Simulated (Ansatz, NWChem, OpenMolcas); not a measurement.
# CsI (SMILES [I][Cs]): methods side by side

The species is CsI (2 atoms), meant as a singlet with charge 0. As SMILES, `[I][Cs]`. Geometry: the measured bond length.

```tsv
atom	x (Å)	y (Å)	z (Å)
I	0.0000	0.0000	0.0000
Cs	0.0000	0.0000	3.3152
```

Each level gives the energy change with the I1–Cs2 bond stretched from 3.315 to 7.293 Å (eV). The values are calculated.

| level | kind | program | value (eV) | less CCSD(T)/def2-TZVP | CPU time (all runs) |
| --- | --- | --- | --- | --- | --- |
| r2SCAN/def2-TZVP (core potential) (restricted) | meta-GGA | Ansatz | 2.16 | +0.03 | 30 s |
| B3LYP/def2-TZVP (core potential) (restricted) | global hybrid | OpenMolcas | 2.05 | -0.08 | 24 s |
| BHLYP/def2-TZVP (core potential) (restricted) | global hybrid | Ansatz | 2.15 | +0.02 | 19 s |
| r2SCAN0/def2-TZVP (core potential) (restricted) | hybrid meta-GGA | Ansatz | 2.22 | +0.09 | 39 s |
| MP2/def2-TZVP (core potential) (restricted) | perturbation theory | OpenMolcas | 2.18 | +0.05 | 7.4 s |
| MP3/def2-TZVP (core potential) (restricted) | perturbation theory | NWChem | 2.10 | -0.03 | 52 s |
| CCSD(T)/def2-TZVP (core potential) (restricted) | coupled cluster or CI | NWChem | 2.13 | 0.00 | 2.3 min |
| CCSD/def2-TZVP (core potential) (restricted) | coupled cluster or CI | NWChem | 2.11 | -0.02 | 1.8 min |

Differences are taken from CCSD(T)/def2-TZVP (core potential) (restricted) for orientation; it has basis-set and higher-order errors of its own. At this stretch a single reference begins to fail. The first shape isn't each level's own minimum. The values span 2.05 to 2.22 eV. In the correlated wave-function rows the outer d shell of I is correlated, in sets not made for it. Times are those of the runs behind each value, whatever else they computed, on shared processors of several kinds: orders of magnitude only.
